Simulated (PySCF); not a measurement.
C₄H₁₁AlSSi.
Z-matrix (Å and degrees, PBE0-D3(BJ)/def2-SVP geometry), rows numbered from 1:
```
Si
S   1  2.1166
C   2  1.8444  1   94.90
C   3  1.5379  2  114.66  1    79.79
C   4  1.5370  3  110.11  2  -156.68
C   5  1.5432  4  111.15  3    53.56
Al  6  1.9735  5  100.14  4   -41.63
H   1  1.4897  2  113.07  3   152.80
H   1  1.5330  2  105.40  3    35.76
H   1  1.4927  2  116.37  3   -78.81
H   3  1.1033  2  103.77  1  -159.46
H   4  1.1035  3  112.24  2    78.95
H   4  1.1051  3  109.11  2   -38.09
H   5  1.1042  4  109.61  3   178.27
H   5  1.1063  4  108.62  3   -66.96
H   6  1.1013  5  112.19  4  -166.60
H   6  1.1059  5  109.88  4    75.53
H   7  1.5905  3  128.50  2   -66.03
```

Computed with PySCF at B3LYP/def2-SVPD, non-relativistic, on one gas-phase PBE0-D3(BJ)/def2-SVP geometry that isn't relaxed in the solvent. The solvent is an IEF-PCM continuum (cavity from Bondi-type radii × 1.2), and excitations are vertical TDDFT with non-equilibrium linear response and a frozen core. Only the electrostatic response of the medium enters.

Gas-phase singlets (H = HOMO, L = LUMO):

| state | E (eV) | λ (nm) | f | leading configuration |
| --- | --- | --- | --- | --- |
| S1 | 4.044 | 307 | 0.002 | H→L 99% |
| S2 | 4.770 | 260 | 0.003 | H→L+1 96% |
| S3 | 5.132 | 242 | 0.003 | H-1→L 95% |
| S4 | 5.389 | 230 | 0.006 | H-2→L 86% |
| S5 | 5.468 | 227 | 0.009 | H→L+2 74% |

Task: How does the list change in acetonitrile (ε = 35.69)?

Result: 
| state | E (eV) | λ (nm) | f | leading configuration | change by rank (eV) |
| --- | --- | --- | --- | --- | --- |
| S1 | 4.226 | 293 | 0.003 | H→L 99% | +0.182 |
| S2 | 4.887 | 254 | 0.004 | H→L+1 96% | +0.117 |
| S3 | 5.294 | 234 | 0.004 | H-1→L 93% | +0.162 |
| S4 | 5.568 | 223 | 0.005 | H-2→L 68% | +0.179 |
| S5 | 5.629 | 220 | 0.023 | H→L+2 60% | +0.161 |

Task: How does the list change in water (ε = 78.36)?

Result: 
```
state  E (eV)  λ (nm)      f  leading configuration  change by rank (eV)
   S1   4.231     293  0.003                H→L 99%               +0.187
   S2   4.891     254  0.004              H→L+1 96%               +0.121
   S3   5.300     234  0.004              H-1→L 93%               +0.168
   S4   5.574     222  0.005              H-2→L 68%               +0.185
   S5   5.635     220  0.024              H→L+2 59%               +0.167
```

Task: The ground-state energy changes by -0.168 eV from gas to water. By how much does the total energy of gas-phase S4 change?

Result: E(S4) = E(S0) + excitation energy, so it changes by -0.168 + 0.185 = +0.017 eV: it isn't lowered at all, while the ground state is. This is the vertical state, with the slow part of the continuum still set for S0.

Task: How do the frontier levels move from gas to water?

Result: 
```json
{"orbital": "LUMO+2", "gas (eV)": "0.05", "solvent (eV)": "0.31", "change (eV)": "+0.26"}
{"orbital": "LUMO+1", "gas (eV)": "-0.52", "solvent (eV)": "-0.30", "change (eV)": "+0.22"}
{"orbital": "LUMO", "gas (eV)": "-1.25", "solvent (eV)": "-0.95", "change (eV)": "+0.30"}
{"orbital": "HOMO", "gas (eV)": "-6.26", "solvent (eV)": "-6.16", "change (eV)": "+0.10"}
{"orbital": "HOMO-1", "gas (eV)": "-7.35", "solvent (eV)": "-7.22", "change (eV)": "+0.13"}
{"orbital": "HOMO-2", "gas (eV)": "-7.60", "solvent (eV)": "-7.50", "change (eV)": "+0.10"}
{"orbital": "HOMO-3", "gas (eV)": "-8.88", "solvent (eV)": "-8.65", "change (eV)": "+0.23"}
```

The HOMO–LUMO gap goes from 5.01 to 5.21 eV.

Cost: about 1.7 min of CPU time on one thread; the machine was shared, so the figure is rough. This is the whole response run at B3LYP/def2-SVPD in water, SCF included.
